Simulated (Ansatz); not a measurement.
B₅As₅H₁₈, a cluster cut from wurtzite BAs (hydrogen-capped). The state is a triplet with charge 0. Geometry PBE-D4/def2-SVP, that of the neutral singlet; atoms count from 1.

```xyz
28

As   -1.635    3.072    0.128
B    -1.617    1.664   -1.364
As   -0.866   -0.093   -0.584
B    -0.858   -1.624   -1.968
As   -0.159   -3.318   -1.045
B     0.122    3.490    1.115
As    0.902    1.675    1.691
B     0.989    0.173    0.300
As    1.656   -1.595    1.091
B     1.679   -3.256   -0.123
H    -2.186    4.397   -0.387
H    -2.724    2.757    1.151
H    -2.749    1.470   -1.780
H    -0.806    2.048   -2.197
H    -1.775   -0.516    0.579
H    -1.994   -1.801   -2.381
H    -0.028   -1.321   -2.815
H    -1.196   -3.862   -0.064
H    -0.134   -4.491   -2.018
H    -0.053    4.192    2.098
H     0.900    3.924    0.277
H     0.180    1.133    2.923
H     2.280    1.880    2.312
H     1.771    0.514   -0.576
H     0.871   -1.863    2.374
H     3.034   -1.391    1.712
H     2.500   -3.007   -0.995
H     1.897   -4.252    0.548
```

The gap within one spin of the charge 0 triplet nearly closes, so an electron or hole may be smeared out by delocalisation error. At PBE-D4/def2-SVP a singlet of charge 0 lies 5.04 eV below the triplet at the same geometry.

Estimate the Mulliken populations from the PBE/def2-SVP orbitals of Ansatz.


| atom | charge (e) | spin (α − β) |
| --- | --- | --- |
| As1 | 0.23 | 0.19 |
| B2 | -0.22 | 0.17 |
| As3 | 0.24 | 0.27 |
| B4 | -0.22 | 0.17 |
| As5 | 0.23 | 0.19 |
| B6 | -0.22 | 0.00 |
| As7 | 0.26 | 0.19 |
| B8 | -0.25 | -0.04 |
| As9 | 0.26 | 0.19 |
| B10 | -0.22 | 0.00 |
| H11 | -0.05 | 0.20 |
| H12 | 0.00 | -0.01 |
| H13 | 0.01 | -0.01 |
| H14 | 0.01 | -0.01 |
| H15 | -0.03 | 0.00 |
| H16 | 0.01 | -0.01 |
| H17 | 0.01 | -0.01 |
| H18 | 0.00 | -0.01 |
| H19 | -0.05 | 0.20 |
| H20 | 0.03 | 0.05 |
| H21 | 0.01 | 0.01 |
| H22 | 0.00 | -0.01 |
| H23 | -0.05 | 0.12 |
| H24 | 0.02 | 0.02 |
| H25 | 0.00 | -0.01 |
| H26 | -0.05 | 0.12 |
| H27 | 0.01 | 0.01 |
| H28 | 0.03 | 0.05 |
Mulliken values and Mayer orders depend strongly on the basis.

Where does the spin sit?

Summed by element: As 1.02, B 0.29, H 0.68, of 2 unpaired in all. Largest on single atoms: As3 0.27, H19 0.20, H11 0.20.

And the Mayer bond orders between bonded heavy atoms (over 0.3)?

As1–B2 0.88 (2.05 Å); As1–B6 0.94 (2.06 Å); B2–As3 0.76 (2.06 Å); As3–B4 0.76 (2.06 Å); As3–B8 0.99 (2.07 Å); B4–As5 0.88 (2.05 Å); As5–B10 0.94 (2.06 Å); B6–As7 0.86 (2.06 Å); As7–B8 0.88 (2.05 Å); B8–As9 0.88 (2.05 Å); As9–B10 0.86 (2.06 Å).
